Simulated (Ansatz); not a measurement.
`FB(Cl)[O][InH2]` + `N=C=O` → `O=C=NB(F)Cl` + `[OH][InH2]` at 400 K and 1 bar (ligand exchange at a B–O bond).

Gas-phase electronic energies from Ansatz, PBE0-D4/def2-TZVP geometries. CCSD(T)/CBS is the MP2 limit (def2-TZVPP, def2-QZVPP) plus CCSD(T) − MP2 in def2-TZVPP, frozen cores. This one scheme is used for every species. Elements past krypton have def2 core potentials. For In outer-core shells are correlated without core-valence functions, which leaves a few kJ/mol of doubt a bond. Each species was taken in one conformer, which may not be the lowest.

| species | CCSD(T)/CBS energy (Eh) | H − E (kJ/mol) | S (J/(mol·K)) |
| --- | --- | --- | --- |
| `FB(Cl)[O][InH2]` | -850.71381 | 96.3 | 417.8 |
| `N=C=O` | -168.51995 | 72.4 | 252.4 |
| `O=C=NB(F)Cl` | -752.42964 | 84.9 | 357.7 |
| `[OH][InH2]` | -266.78179 | 85.2 | 295.5 |

H − E and S are ideal-gas, rigid-rotor, harmonic terms from PBE0-D4/def2-TZVP, for one conformer and one mirror image of each species. 1 Eh = 2625.50 kJ/mol, R = 8.31446 J/(mol·K).

**Question.** By hand: ΔE, ΔH, ΔS and ΔG.

**Answer.** ΔE = (-752.42964) + (-266.78179) − (-850.71381) − (-168.51995) = 0.02233 Eh = 58.6 kJ/mol. Δ(H − E) = 84.9 + 85.2 − 96.3 − 72.4 = 1.4, so ΔH = 60.0 kJ/mol. ΔS = 357.7 + 295.5 − 417.8 − 252.4 = -17.0 J/(mol·K). ΔG = 60.0 − 400 × (-17.0)/1000 = 66.8 kJ/mol.

**Question.** By hand: the equilibrium constant, and the temperature at which ΔG would vanish if ΔH and ΔS stayed fixed.

**Answer.** log₁₀ K = −ΔG/(RT ln 10) = -8.7. ΔH and −TΔS have one sign here, so there is no such temperature.

ΔH outweighs TΔS. A doubt of 5 kJ/mol in ΔE shifts log₁₀ K by 0.7 here. Other conformers and mirror images would add mixing entropy, several J/(mol·K) or more a flexible species. Modes under 60 cm⁻¹, often nearly free rotors, make the harmonic entropy too high. These are equilibria of isolated gas molecules and say nothing of rates. Largest T1 diagnostic: 0.018 (customary marks: 0.02 for closed shells, 0.045 for open ones).
